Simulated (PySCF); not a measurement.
Spectra and structures to be paired. Method used: TDDFT wB97X-D/def2-SVPD, vertical, gas phase, core orbitals frozen in the response in PySCF 2.14.0, density-fitted response routines. Geometries: GFN2-xTB; one conformer of each isolated species. Triplets are in the Tamm–Dancoff approximation.

A. `C[Si](C)(C)C`
B. `C[Si@](C[SiH3])([SiH3])N`
C. `CN(C)[SiH2][SiH2][SiH3]`
D. `CN[SiH2][SiH2]C[SiH3]`
E. `N#Cc1cccs1`

Lowest singlet levels (six at most, fewer where fewer were computed) with oscillator strengths:

1. 5.18 eV (f 0.209); 5.62 eV (f 0.112); 6.02 eV (f 0.000); 6.43 eV (f 0.000); 6.59 eV (f 0.000); 6.70 eV (f 0.001); T1 3.41 eV
2. 4.95 eV (f 0.018); 5.32 eV (f 0.005); 6.23 eV (f 0.077); 6.35 eV (f 0.007); 6.80 eV (f 0.013); 6.91 eV (f 0.003); T1 4.64 eV
3. 5.48 eV (f 0.004); 6.45 eV (f 0.019); 6.80 eV (f 0.013); 6.95 eV (f 0.024); 7.06 eV (f 0.008); 7.27 eV (f 0.022); T1 5.26 eV
4. 6.18 eV (f 0.036); 6.59 eV (f 0.043); 6.88 eV (f 0.046); 7.69 eV (f 0.087); 7.78 eV (f 0.093); 7.84 eV (f 0.156); T1 5.63 eV
5. 8.30 eV (f 0.290 summed over 3 states); 9.23 eV (f 0.000); 9.41 eV (f 0.182 summed over 3 states) [of 8 roots; the last level is left out, as the window may have cut its degenerate partner]; T1 8.14 eV

Question: Which spectrum belongs to which structure?

Answer: 1 = E, 2 = C, 3 = D, 4 = B, 5 = A.
- A: S1 at 8.30 eV, HOMO-2/HOMO-1/HOMO→LUMO (≥84%); Löwdin shares by element: HOMO (one of a set within 0.03 eV) carbon 54% or more, silicon 20% (atoms not listed hold the other 26%); LUMO carbon 25% or more, silicon 19% (atoms not listed hold the other 55%); HOMO -10.20 and LUMO 2.15 eV; point group Td, 1 of its 7 listed states under f = 0.0005.
- B: S1 at 6.18 eV, HOMO→LUMO (80%), HOMO→LUMO+1 (13%); Löwdin shares by element: HOMO nitrogen 41%, silicon 33% or more, carbon 5% or more (atoms not listed hold the other 21%); LUMO silicon 41% or more, nitrogen 10%, hydrogen 9% or more (atoms not listed hold the other 40%); HOMO -8.83 and LUMO 1.81 eV.
- C: S1 at 4.95 eV, HOMO→LUMO (92%); Löwdin shares by element: HOMO nitrogen 50%, silicon 16% or more, carbon 7% or more (atoms not listed hold the other 26%); LUMO silicon 65%, hydrogen 8% or more (atoms not listed hold the other 28%); HOMO -8.04 and LUMO 1.09 eV.
- D: S1 at 5.48 eV, HOMO→LUMO (85%); Löwdin shares by element: HOMO nitrogen 56%, silicon 11% or more, carbon 11% or more, hydrogen 7% or more (atoms not listed hold the other 16%); LUMO silicon 44% or more, carbon 8% or more, hydrogen 6% or more (atoms not listed hold the other 43%); HOMO -8.60 and LUMO 1.26 eV.
- E: S1 at 5.18 eV, HOMO→LUMO (89%); Löwdin shares by element: HOMO carbon 59% or more, nitrogen 14% (atoms not listed hold the other 27%); LUMO carbon 50% or more, sulfur 18% (atoms not listed hold the other 32%); HOMO -9.30 and LUMO -0.18 eV; point group Cs, 3 of its 6 listed states under f = 0.0005.

A slash joins orbitals within 0.01 eV of each other, whose weights are summed (≥ marks a lower bound).
